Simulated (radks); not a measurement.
The numbers below are computed, except where a source is named.
Coulomb parameter of the 4f shell of the neodymium ion Nd3+ in the model configuration [Xe] 4f2 6s1, as a second difference U = [E(n + 1) + E(n - 1) - 2 E(n)] / (1)^2 with all orbitals relaxed. "Bare": the charge of the atom changes with n. "Screened": the 6s shell takes up the change at fixed total charge, which measures U(4f,4f) + U(6s,6s) - 2 U(4f,6s). Code: a radial shooting solver on a logarithmic mesh with Libxc functionals. Model: scalar-relativistic Kohn-Sham, PBE, spin-unpolarised, spherical densities, point nucleus.

case	configuration	E - E(n) (eV)
start	[Xe] 4f2 6s1	0.000
bare +1	[Xe] 4f3 6s1	-31.469
bare -1	[Xe] 4f1 6s1	50.695
screened +1	[Xe] 4f3	-13.107
screened -1	[Xe] 4f1 6s2	21.387

U(bare) = 19.226 eV, U(screened by 6s) = 8.280 eV, against the Slater integral F0(4f,4f) = 27.719 eV with frozen orbitals.
